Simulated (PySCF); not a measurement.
## MFe for M along the chalcogens

r²SCAN with triple-zeta basis sets in PySCF, for the lowest determinant that a PBE0 search found; no spin–orbit coupling. De refers to high-spin ground-configuration atoms. A positive dipole means M(−)Fe(+).

```tsv
M	basis	state (unpaired electrons)	Re (Å)	ωe (cm⁻¹)	De (eV)	μ (D)
O	def2-TZVPP	quintet (σ ↑, π ↑↑, δ ↑)	1.589	949	n/a	4.39
S	x2c-TZVPPall	quintet (σ ↑, π ↑↑, δ ↑)	1.994	537	n/a	4.96
Se	def2-TZVPP	quintet (σ ↑, π ↑↑, δ ↑)	2.138	386	n/a	5.17
```

The shortest bond is that of FeO (1.589 Å), the longest that of FeSe (2.138 Å).

The rows differ in basis set, which adds steps of its own.

Down a group the atoms grow and get heavier, so bonds lengthen and wavenumbers fall; this series shows no clear exception.

De is left out where the level can put another filling of the metal’s s and d shells below the measured ground configuration, by anything from nothing to about 1 eV. Spin–orbit coupling is left out. The state is the lowest single determinant that the PBE0 search found; with open d or f shells the true ground state can be another one.
